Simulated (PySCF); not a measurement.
## Computed properties of Cd(H)(SH) (CdH2S), SMILES [SH][CdH]

CdH2S, SMILES [SH][CdH]. Geometry optimised at PBE0-D3(BJ)/def2-TZVP. The def2 effective core potentials stand for the cores of Cd; spin–orbit coupling is left out. The values are those of a single conformer. All values are computed for the isolated molecule unless a solvent is named; none is compared with measurement here.

**Structure.** The optimised structure has Cs symmetry. All 6 harmonic modes at PBE0-D3(BJ)/def2-TZVP (PySCF) are real, so it is a minimum.

**Vibrations.** The strongest infrared lines (harmonic, unscaled, degenerate partners summed) lie at 1850 cm⁻¹ (171 km/mol, H 99 %), 411 cm⁻¹ (70 km/mol, H 97 %), 428 cm⁻¹ (52 km/mol, H 96 %). The softest mode is at 350 cm⁻¹ and the zero-point energy is 9.1 kcal/mol.

**Electronic structure.** PBE0/def2-TZVPD (PySCF) places the frontier levels at -7.12 and -0.87 eV, a gap of 6.25 eV, and gives a dipole moment of 1.53 D and a mean polarisability of 56.3 bohr³. PBE/def2-TZVPD (PySCF) at the same geometry gives -5.97 and -1.57 eV, so its gap is 1.85 eV narrower. An orbital gap is neither the optical nor the fundamental gap.

**Excitations.** TDA-ωB97X/def2-TZVPD (PySCF) has S1 at 5.45 eV (228 nm, f = 0.015, weak); the most intense of the 10 singlets computed lies at 7.23 eV (f = 0.49). T1 (TDA) is at 5.25 eV, 0.20 eV under S1. No vertical singlet excitation falls in the visible range (under 3.1 eV).
